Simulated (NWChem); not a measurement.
BeH2SeS; SMILES [SH][Be][SeH]

```xyz
5

Be     0.0069    -0.6899     0.0217
S      0.0148    -2.5947     0.0525
H      0.0276    -2.6846    -1.2987
Se     0.0337     1.3407     0.0110
H     -1.4392     1.3757    -0.0010
```
Atoms are numbered in this order, from 1.

Structure relaxed at the PBE0/def2-SVP level.

Question: List the 4 lowest vertical singlet excitations from PBE/def2-SVPD, TDA (NWChem).

Answer: 
```tsv
state	energy (eV)	oscillator strength	leading excitation (squared amplitude)
S1	4.78	0.001	HOMO → LUMO (0.98)
S2	5.17	0.051	HOMO → LUMO+2 (0.52)
S3	5.23	0.001	HOMO−1 → LUMO+1 (0.96)
S4	5.44	0.013	HOMO−1 → LUMO (0.51)
```
